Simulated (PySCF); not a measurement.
C2H6ClNSi. Atoms are numbered in the order given.

```xyz
11

Si     0.3893    -0.0348     0.6067
N      1.9072    -0.7890     0.3429
Cl    -0.0331     1.5462    -0.7027
C     -0.9560    -1.2984     0.3816
C     -1.9969    -1.1627    -0.4467
H      0.4313     0.5726     1.9634
H      2.7621    -0.3053     0.5957
H      2.0435    -1.3566    -0.4870
H     -0.8732    -2.2179     0.9772
H     -2.1209    -0.2635    -1.0602
H     -2.7641    -1.9384    -0.5467
```

Geometry optimised at PBE0-D3(BJ)/def2-SVP. Other conformers were not sampled.

All values below come from PySCF with PBE/pcSseg-1.

GIAO shieldings, no solvent; atoms listed in one row are averaged. δ = σ(ref) − σ: ²⁹Si against TMS (σ = 335.4 ppm); ¹⁵N against NH3 (σ = 267.0 ppm); ³⁵Cl against HCl (σ = 936.5 ppm); ¹³C against TMS (σ = 182.0 ppm); ¹H against TMS (σ = 31.49 ppm), references at their B3LYP-D3(BJ)/def2-TZVP geometries, non-relativistic (without spin–orbit terms, shifts of atoms bonded to Cl or Br come out too high).

```csv
nucleus,atoms,count,δ (ppm)
²⁹Si,Si1,1,-12.6
¹⁵N,N2,1,45.3
³⁵Cl,Cl3,1,61.7
¹³C,C5,1,149.7
¹³C,C4,1,140.0
¹H,"H10, H11",2,6.84
¹H,H9,1,6.55
¹H,H6,1,5.78
¹H,H7,1,1.43
¹H,H8,1,1.15
```
